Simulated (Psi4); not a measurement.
A dimer, HBr ··· H4O4Si (SMILES Br and O[Si](O)(O)O); the first 2 atoms form monomer A.

```
11

Br     0.7124     0.0000     0.0000
H     -0.7124     0.0000     0.0000
O     -2.0801     0.1480     2.5961
Si    -1.8411     0.3602     4.1999
O     -2.1391    -1.0837     4.9077
O     -0.3183     0.9324     4.3690
O     -2.8268     1.4441     4.9268
H     -1.6897     0.7958     2.0041
H     -1.8650    -1.8714     4.4316
H     -0.1031     1.3709     5.1960
H     -3.7063     1.1442     5.1697
```

Problem. What interaction energy does SAPT0/jun-cc-pVDZ, frozen core (Psi4 1.11) give, and which attractive term is the largest?

Solution. Total 2.01 kJ/mol: electrostatics 1.54, exchange 4.58, induction -0.82, dispersion -3.28. The most attractive term is dispersion.
